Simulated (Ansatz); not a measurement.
Sn4Te9⁻, 13 atoms. Hardware: 2 threads of AMD EPYC 7R13 on a shared host and a share (18 GiB) of an NVIDIA H100 80GB HBM3.

In the def2 sets Sn, Te take a core potential; there is no spin–orbit coupling. Correlated methods freeze 52 core orbitals; core or outer-core shells of Sn, Te are correlated, in sets that lack core-valence functions. Single mean-field runs in def2-TZVP are fitted with def2-universal-jkfit.

(1) How many basis functions does each of these Ansatz runs have, and roughly what does it cost? RPA@PBE/def2-SVP, charge -1 doublet, energy, from earlier orbitals; PBE-QIDH/def2-TZVP, charge -1 doublet, energy, from earlier orbitals; r2SCAN-D4/def2-SVP, charge -1 doublet, relaxation, 36 steps; PBE-D4/def2-TZVP, charge -1 doublet, energy and forces, from earlier orbitals; MP2/def2-SVP, charge -1 doublet, energy, from earlier orbitals; PBE-D4/def2-SVP, charge -1 doublet, energy with a search over starts; PBE0-D4/def2-SVP, charge -1 doublet, energy, from earlier orbitals; PBE-D4/def2-SVP, charge -1 doublet, energy, from earlier orbitals; PBE0-D4/def2-TZVP, charge -1 doublet, energy, from earlier orbitals; r2SCAN-D4/def2-TZVP, charge -1 doublet, energy, from earlier orbitals.

## Answers

(1) Other jobs shared the machine, so times can vary by a factor of up to 3.

| run | functions | fitting or Cholesky vectors | wall time | peak host memory (GiB) |
| --- | --- | --- | --- | --- |
| PBE-D4/def2-SVP, charge -1 doublet, energy, from earlier orbitals | 338 | 4044 | 4 s | 1.1 |
| PBE-D4/def2-TZVP, charge -1 doublet, energy and forces, from earlier orbitals | 650 | 2834 | 8.1 s | 1.2 |
| r2SCAN-D4/def2-TZVP, charge -1 doublet, energy, from earlier orbitals | 650 | 2834 | 8.6 s | 1.5 |
| PBE0-D4/def2-SVP, charge -1 doublet, energy, from earlier orbitals | 338 | 4365 | 9 s | 1.2 |
| PBE0-D4/def2-TZVP, charge -1 doublet, energy, from earlier orbitals | 650 | 2834 | 9.5 s | 1.3 |
| RPA@PBE/def2-SVP, charge -1 doublet, energy, from earlier orbitals | 338 | 4365 | 11 s | 2 |
| MP2/def2-SVP, charge -1 doublet, energy, from earlier orbitals | 338 | 4365 | 11 s | 1.1 |
| PBE-QIDH/def2-TZVP, charge -1 doublet, energy, from earlier orbitals | 650 | 2834 | 14 s | 4.2 |
| PBE-D4/def2-SVP, charge -1 doublet, energy with a search over starts | 338 | 4044 | 19 s | 1.3 |
| r2SCAN-D4/def2-SVP, charge -1 doublet, relaxation, 36 steps | 338 | 4044 | 2.9 min | 1.2 |
